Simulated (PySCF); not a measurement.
Core binding energy against partial charge

C6H9NSi.
Atom-mapped SMILES: `[SiH3:1][CH2:2][c:3]1[cH:4][cH:5][n:6][cH:7][cH:8]1`

Binding energies: delta-SCF UKS SCAN, pcX-2 on the ionised atom, pcseg-1 elsewhere, spin-free X2C (PySCF). Charges: PBE0/pcSseg-1 ground-state density, for the ionised atom.

```json
{"atom": "C4", "environment": "aromatic CH carbon", "C 1s (eV)": "290.30", "Mulliken (e)": "-0.144", "IAO (e)": "-0.197", "Hirshfeld (e)": "-0.060", "ESP (e)": "-0.732"}
{"atom": "C2", "environment": "sp3 carbon bound to silicon", "C 1s (eV)": "290.65", "Mulliken (e)": "-0.402", "IAO (e)": "-0.537", "Hirshfeld (e)": "-0.150", "ESP (e)": "-0.470"}
{"atom": "C3", "environment": "substituted aromatic carbon", "C 1s (eV)": "291.00", "Mulliken (e)": "-0.196", "IAO (e)": "+0.042", "Hirshfeld (e)": "+0.021", "ESP (e)": "+0.627"}
{"atom": "C5", "environment": "aromatic CH next to a ring nitrogen", "C 1s (eV)": "291.07", "Mulliken (e)": "+0.160", "IAO (e)": "-0.006", "Hirshfeld (e)": "+0.015", "ESP (e)": "+0.562"}
```

**Question.** How well does each charge scheme correlate with the binding energies over these sites?

**Answer.** ESP: r = 0.96, slope 0.5 eV per e; Hirshfeld: r = 0.62, slope 2.8 eV per e; IAO: r = 0.55, slope 0.7 eV per e; Mulliken: r = 0.45, slope 0.7 eV per e. ESP charges have the highest r, on only 4 points.

**Question.** The point-charge model writes a binding energy as kq + V + constant, with V the potential of the other atoms' charges at the site. What does it give with the ESP charges?

**Answer.** V = Σ 14.40 eV Å × q/r over all other atoms: +10.05 eV at C4, +7.51 eV at C2, -10.51 eV at C3, -9.64 eV at C5. Fitting binding energy − V to q gives k = 16.1 eV per e and leaves an rms residual of 0.49 eV, against 0.09 eV for the fit on q alone. The model has no term for differences in relaxation between sites.

Spin contamination (⟨S²⟩ against 0.75 for a pure doublet) is marked for C 1s of C3 (0.87), which makes this value less certain. Geometry: PBE0-D3(BJ)/def2-SVP, one conformer, isolated molecule.

Conformer computed: `[SiH3:1][CH2:2][c:3]1[cH:4][cH:5][n:6][cH:7][cH:8]1`: Si1–C2–C3–C4 87°.
